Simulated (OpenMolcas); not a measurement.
Computed levels of 5d7 in ions with 75 electrons, in cm-1 above 4F 9/2.

- Program: OpenMolcas
- Method: MS-CASPT2, IPEA 0.25 Eh, imaginary shift 0.1 Eh
- Basis: ANO-R2
- Scalar Hamiltonian: X2C, finite nucleus
- Spin-orbit coupling: state interaction with AMFI integrals over the reference wave functions, term energies averaged over their components

Active space for each ion: 7 electrons in 5 orbitals (5d); closed shells correlated by CASPT2: 5s 5p.

| Level | Ir2+ | Au4+ |
| --- | --- | --- |
| 4F 7/2 | 7630 | 11880 |
| 4P 5/2 | 14330 | 20180 |
| 2G 9/2 | 16210 | 21870 |
| 4P 1/2 | 17450 | 23990 |
| 2H 11/2 | 21880 | 28950 |
| 2G 7/2 | 21890 | 29950 |
| 2D 5/2(1) | 24850 | 34960 |
| 2P 1/2 | 28320 | 39760 |
| 2F 5/2 | 29640 | 38570 |

Task: Estimate 4F 7/2, 4P 5/2, 2G 9/2 for Pt3+ from its neighbours Ir2+ and Au4+.

Result: 4F 7/2 is fine structure, which grows about as the fourth power of a screened charge, so the fourth roots are averaged: ((7630^0.25 + 11880^0.25) / 2)^4 = 9579. The calculation gives 9630, so the estimate is off by -0.5 %.
4P 5/2 is another term, which grows about linearly with the charge: (14330 + 20180) / 2 = 17255. The calculation gives 17240, so the estimate is off by +0.1 %.
2G 9/2 is another term, which grows about linearly with the charge: (16210 + 21870) / 2 = 19040. The calculation gives 19080, so the estimate is off by -0.2 %.

Mixed levels, with the weight of the term that names them: Ir2+ 2G 9/2 (62 %), Ir2+ 4P 1/2 (71 %), Ir2+ 2D 5/2(1) (75 %), Ir2+ 2P 1/2 (71 %), Pt3+ 2G 9/2 (59 %), Pt3+ 4P 1/2 (69 %), Pt3+ 2D 5/2(1) (72 %), Pt3+ 2P 1/2 (69 %), Au4+ 4P 5/2 (73 %), Au4+ 2G 9/2 (56 %), Au4+ 4P 1/2 (67 %), Au4+ 2D 5/2(1) (69 %), Au4+ 2P 1/2 (67 %).

CASPT2 does not keep the components of a term degenerate, so their means are used; among the terms shown or strongly mixed into the levels shown the widest spread is 720 cm-1 (5d7 4F, Au4+). Configurations with an s electron lie low in 5d ions of this charge, fall among these levels and mix in, so low-spin terms can stand far too high, up to twice their true height, and weights are not those of the real levels (holds for Ir2+). The CASPT2 spread within a term exceeds the gap to the next term for 5d7 2H and 5d7 2D(1), so the order of their levels is uncertain (holds for Ir2+). Levels of configurations outside the active space are missing.

A number in round brackets counts repeated terms of one configuration in the order of the reference energies.
